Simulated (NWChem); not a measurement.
# Correlation energy of Zn

```xyz
1

Zn     0.0000     0.0000     0.0000
```
Charge 0, spin multiplicity 1.

All runs are NWChem calculations.

Basis set: 3-21G. Each correlation energy counts from its own Hartree-Fock reference.

The correlated methods keep 9 core orbitals frozen. Coupled-cluster values serve here as a point of comparison, not as the truth.

**Question.** One of these methods gave a correlation energy of -186.6 mHa. Which?
(A) MP2
(B) SCS-MP2
(C) CCSD

**Answer.** A, MP2. The others give -172.0 (SCS-MP2), -184.8 (CCSD).
